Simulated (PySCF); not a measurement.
F2Sb (SMILES [F][Sb][F]), doublet, at a GFN2-xTB geometry (the spin is typed, not shown lowest) (core potentials on Sb); PySCF with B3LYP/def2-SVP.

Here is a job for PySCF.
```python
from pyscf import gto, scf, dft

mol = gto.Mole()
mol.atom = '''
    Sb    0.317716    0.149767    0.120067
    F    -1.053745    0.638952   -1.260176
    F    -0.746646   -1.487629    0.579795
'''
mol.basis = 'def2-svp'
mol.ecp = {'Sb': 'def2-svp'}
mol.charge = 0
mol.spin = 1
mol.verbose = 4
mol.build()

mf = dft.UKS(mol)
mf.xc = 'b3lyp'
mf.kernel()
mf.analyze()
```

Output, abridged:

```
PySCF version 2.14.0

[INPUT] verbose = 4
[INPUT] num. atoms = 3
[INPUT] num. electrons = 41
[INPUT] charge = 0
[INPUT] spin (= nelec alpha-beta = 2S) = 1
[INPUT] symmetry False subgroup None
[INPUT] Mole.unit = angstrom
[INPUT] Symbol           X                Y                Z      unit          X                Y                Z       unit  Magmom
[...]
nuclear repulsion = 124.347618168011
number of shells = 22
number of NR pGTOs = 109
number of NR cGTOs = 54
basis = def2-svp
ecp = {'Sb': 'def2-svp'}

******** <class 'pyscf.dft.uks.UKS'> ********
method = UKS
initial guess = minao
damping factor = 0
level_shift factor = 0
DIIS = <class 'pyscf.scf.diis.CDIIS'>
diis_start_cycle = 1
diis_space = 8
diis_damp = 0
SCF conv_tol = 1e-09
SCF conv_tol_grad = None
SCF max_cycles = 50
direct_scf = True
direct_scf_tol = 1e-13
number electrons alpha = 21  beta = 20
XC library pyscf.dft.libxc version 7.1.2
    S. Lehtola, C. Steigemann, M. J. T. Oliveira, and M. A. L. Marques,  SoftwareX 7, 1–5 (2018)
XC functionals = b3lyp
    P. J. Stephens, F. J. Devlin, C. F. Chabalowski, and M. J. Frisch,  J. Phys. Chem. 98, 11623 (1994)
radial grids:
    Treutler-Ahlrichs [JCP 102, 346 (1995); DOI:10.1063/1.469408] (M4) radial grids

becke partition: Becke, JCP 88, 2547 (1988); DOI:10.1063/1.454033
pruning grids: <function nwchem_prune>
grids dens level: 3
symmetrized grids: False
atomic radii adjust function: <function treutler_atomic_radii_adjust>
small_rho_cutoff = 0
Set gradient conv threshold to 3.16228e-05
tot grids = 50488
init E= -414.571976960046

cycle= 1 E= -438.955977649915  delta_E= -24.4  |g|= 1.57  |ddm|= 6.85
cycle= 2 E= -439.149730086661  delta_E= -0.194  |g|=  1.4  |ddm|= 3.96
cycle= 3 E= -439.775448844227  delta_E= -0.626  |g|= 0.538  |ddm|= 1.69
cycle= 4 E= -439.859392399327  delta_E= -0.0839  |g|= 0.179  |ddm|= 0.432
cycle= 5 E= -439.871206005241  delta_E= -0.0118  |g|= 0.0212  |ddm|= 0.145
cycle= 6 E= -439.871452528794  delta_E= -0.000247  |g|= 0.00239  |ddm|= 0.0264
cycle= 7 E= -439.871457322961  delta_E= -4.79e-06  |g|= 0.000728  |ddm|= 0.00403
cycle= 8 E= -439.871457723346  delta_E= -4e-07  |g|= 0.000191  |ddm|= 0.00122
cycle= 9 E= -439.871457753515  delta_E= -3.02e-08  |g|= 9.66e-05  |ddm|= 0.000351
cycle= 10 E= -439.871457755952  delta_E= -2.44e-09  |g|= 7.69e-05  |ddm|= 0.000115
cycle= 11 E= -439.871457758519  delta_E= -2.57e-09  |g|= 1.07e-05  |ddm|= 6.79e-05
cycle= 12 E= -439.871457758681  delta_E= -1.62e-10  |g|= 1.38e-06  |ddm|= 2.99e-05
[...]
converged SCF energy = -439.871457758685  <S^2> = 0.75197536  2S+1 = 2.0019744
[...]
**** SCF Summaries ****
Total Energy =                        -439.871457758684869
Nuclear Repulsion Energy =             124.347618168011067
One-electron Energy =                 -947.051911128977849
Two-electron Energy =                  382.832835202281899
Two-electron Coulomb Energy =          423.261563826211102
DFT Exchange-Correlation Energy =      -40.428728623929231
**** MO energy ****
                             alpha | beta                alpha | beta
[...]
spin_pop of  0 Sb 4s       -0.00001
spin_pop of  0 Sb 5s        0.00516
spin_pop of  0 Sb 6s       -0.00007
spin_pop of  0 Sb 7s        0.00025
spin_pop of  0 Sb 4px       0.00047
spin_pop of  0 Sb 4py       0.00301
spin_pop of  0 Sb 4pz       0.00324
spin_pop of  0 Sb 5px       0.02296
spin_pop of  0 Sb 5py       0.00050
spin_pop of  0 Sb 5pz       0.00053
spin_pop of  0 Sb 6px       0.02404
spin_pop of  0 Sb 6py       0.22824
spin_pop of  0 Sb 6pz       0.24609
spin_pop of  0 Sb 7px       0.39014
spin_pop of  0 Sb 7py       0.00128
spin_pop of  0 Sb 7pz       0.00133
spin_pop of  0 Sb 4dxy     -0.00132
spin_pop of  0 Sb 4dyz     -0.00206
spin_pop of  0 Sb 4dz^2    -0.00160
spin_pop of  0 Sb 4dxz     -0.00082
spin_pop of  0 Sb 4dx2-y2    0.00007
spin_pop of  0 Sb 5dxy      0.00286
spin_pop of  0 Sb 5dyz      0.00240
spin_pop of  0 Sb 5dz^2     0.00217
spin_pop of  0 Sb 5dxz      0.00313
spin_pop of  0 Sb 5dx2-y2   -0.00001
spin_pop of  1 F 1s       -0.00000
spin_pop of  1 F 2s        0.00014
spin_pop of  1 F 3s        0.00037
spin_pop of  1 F 2px       0.00665
spin_pop of  1 F 2py       0.00925
spin_pop of  1 F 2pz       0.01441
spin_pop of  1 F 3px       0.00076
spin_pop of  1 F 3py       0.00076
spin_pop of  1 F 3pz       0.00166
spin_pop of  1 F 3dxy      0.00004
spin_pop of  1 F 3dyz      0.00001
spin_pop of  1 F 3dz^2     0.00013
spin_pop of  1 F 3dxz      0.00003
spin_pop of  1 F 3dx2-y2    0.00001
spin_pop of  2 F 1s       -0.00000
spin_pop of  2 F 2s        0.00022
spin_pop of  2 F 3s        0.00018
spin_pop of  2 F 2px       0.00687
spin_pop of  2 F 2py       0.00706
spin_pop of  2 F 2pz       0.01629
spin_pop of  2 F 3px       0.00084
spin_pop of  2 F 3py       0.00073
spin_pop of  2 F 3pz       0.00139
spin_pop of  2 F 3dxy      0.00002
spin_pop of  2 F 3dyz      0.00004
spin_pop of  2 F 3dz^2     0.00001
spin_pop of  2 F 3dxz      0.00004
spin_pop of  2 F 3dx2-y2    0.00009
In total            21.00000 | 20.00000
Dipole moment(X, Y, Z, Debye):  3.50916,  1.65421,  1.32610
```
